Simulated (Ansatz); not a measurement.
CH6FGeNSi can be A, `N=C[SiH2][GeH2][F]`, or B, `N[C]1(F)[SiH2][GeH2]1`.

Computed with Ansatz on PBE0-D4/def2-TZVP structures; ΔE is electronic, products minus reactants. CBS: MP2 limit from def2 TZ/QZ plus the TZ coupled-cluster correction, frozen cores. DFT in def2-TZVPP. B3LYP here is the variant with VWN-RPA as its local correlation; programs differ in this. For Ge outer-core shells are correlated without core-valence functions, which leaves a few kJ/mol of doubt a bond. Scalar relativity is left out up to krypton. Each species was taken in one conformer, which may not be the lowest.

Q: Which isomer does CCSD(T)/CBS put lower? Give the gap. (Best estimate.)

A: Computed: A, by 173.0 kJ/mol.

Q: Give E(B) − E(A) in kJ/mol with CCSD/def2-TZVPP, CCSD(T)/def2-TZVPP, CCSD(T)/def2-SVP, B2PLYP, B3LYP, PBE0-D4, PBE-D4. (Best estimate.)

A: Ansatz gave: CCSD/def2-TZVPP 185.7, CCSD(T)/def2-TZVPP 181.4, CCSD(T)/def2-SVP 183.3, B2PLYP 182.4, B3LYP 180.9, PBE0-D4 151.5, PBE-D4 148.6. None reverses the order clearly.

Q: Does the order hold for the free energy at 298.15 K (harmonic terms from PBE0-D4)? (Best estimate.)

A: The calculation gave: Yes: G(B) − G(A) = +181.4 kJ/mol, for one conformer each. Modes under 60 cm⁻¹, often nearly free rotors, make the harmonic entropy too high.

Largest T1 diagnostic: 0.013.

Leaving LDA and LC-ωPBE aside and taking each functional with its dispersion term where it has one, the values, not all of them listed here, spread over 36.9 kJ/mol, from PBE-D4 to BHLYP-D4. LDA lies −43.0 kJ/mol from PBE without D4. In def2-TZVPP, CCSD(T) changes the Hartree–Fock value by −40.4 kJ/mol (the triples alone add −4.3 kJ/mol) and MP2 by −46.5 kJ/mol.
